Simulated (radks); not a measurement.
Results of a calculation; reference values are marked as such.
The bismuth anion Bi3-, [Rn], held by a Watson sphere: a shell of charge +2.05 at radius R that stands for the Madelung well of a crystal (potential energy -2.05/R inside, -2.05/r outside, in hartree with lengths in bohr). Code: a radial shooting solver on a logarithmic mesh with Libxc functionals. Model: scalar-relativistic Kohn-Sham, LB94 model potential, spin-polarised, spherical densities, finite nucleus; Fermi nuclear charge, rms radius of each element as measured or else 0.836 A^(1/3) + 0.57 fm. Response by self-consistent Sternheimer equations with the Hartree and adiabatic LDA kernel, the relativistic mass of each level held fixed and spin-orbit coupling left out. The sphere does not respond.

R (bohr)  e(5d) (eV)  e(6s) (eV)  e(6p) (eV)  <r> 6p (bohr)  sum of <r^2> (bohr^2)  X-ray form factor at sin(theta)/lambda = 0.1 1/angstrom  alpha (bohr^3)
3.37         -25.099     -12.467      -3.047          3.333                  121.8                                                   79.374           140.3
4.22         -24.580     -11.671      -2.328          3.612                  137.3                                                   79.076           226.5
4.45         -24.474     -11.515      -2.153          3.683                  141.6                                                   79.015           257.8
5.01         -24.243     -11.201      -1.768          3.847                  152.5                                                   78.897           353.2
5.16         -24.187     -11.129      -1.674          3.889                  155.5                                                   78.873           384.3
5.84         -23.956     -10.848      -1.298          4.073                  169.6                                                   78.792           566.0
6.21         -23.845     -10.721      -1.123          4.171                  177.8                                                   78.766           702.3
